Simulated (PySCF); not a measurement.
## Calculated data, AlBH5OSi

Computed with PySCF 2.14.0. Calculation on a computer-drawn molecule: the log of a Hartree-Fock and frozen-core CCSD(T) single point meant for a local Hartree-Fock minimum, with one planted fault or none, to be diagnosed. Offsets are logged minus clean, where the clean run is the same molecule without the fault. The reference is restricted for singlets and unrestricted otherwise, and also for a bond in bohr or an excited solution. Adding or removing an electron swaps singlet and doublet. The excited solution moves the top pair (singlet) or top alpha electron (doublet) to the lowest empty orbital. Highest occupied and lowest empty are orbital energies over both spins, largest force is the largest gradient component, triples share is (T) over the correlation energy, the T1 limit is 0.02 restricted and 0.045 unrestricted, electrons count all cores, a negative frequency is imaginary (commonest isotopes), and the dipole is about the centre of nuclear charge.

AlBH5OSi

Logged structure:
```xyz
9
AlBH5OSi
O     -1.7516     1.9052    -2.7244
Al    -0.8244     0.9495    -1.8304
B      0.4036    -0.3362    -0.5698
Si    -0.0763    -0.6346     1.4045
H     -2.2877     2.4640    -3.2606
H      1.3017    -0.8143    -1.1923
H     -1.3256    -1.4274     1.3597
H      1.0130    -1.3461     2.0912
H     -0.3369     0.6944     1.9973
```

- meant charge: 1
- meant multiplicity: 1
- meant basis: cc-pV(D+d)Z
- logged electrons: 44
- logged basis functions: 33
- logged SCF converged: yes
- logged spin squared: 0
- logged highest occupied: -13.83 eV
- logged lowest empty: 0.040033 eV
- logged largest force: 0.057738 hartree/bohr
- logged T1 diagnostic: 0.021686
- logged D1 diagnostic: 0.070307
- logged triples share: 0.042479
- logged CC converged: yes
- logged dipole magnitude: 4.5465 debye
- logged SCF stable within its kind: yes
- logged energy HF: -625.57838 hartree
- logged energy CCSD(T): -625.76773 hartree
- possible faults: no fault, one electron removed, one electron added, multiplicity raised by two, geometry at a saddle point, SCF held on an excited solution, minimal basis STO-3G, one bond length entered in bohr, all coordinates scaled
- planted fault: minimal basis STO-3G
- HF energy offset from clean run: 4709 kcal/mol
- CCSD(T) energy offset from clean run: 4883 kcal/mol

Drawn bonds:
| atom | other atom | order |
| --- | --- | --- |
| 1 | 2 | 1 |
| 2 | 3 | 1 |
| 3 | 4 | 1 |
| 1 | 5 | 1 |
| 3 | 6 | 1 |
| 4 | 7 | 1 |
| 4 | 8 | 1 |
| 4 | 9 | 1 |

Notes: T1 above single-reference limit.
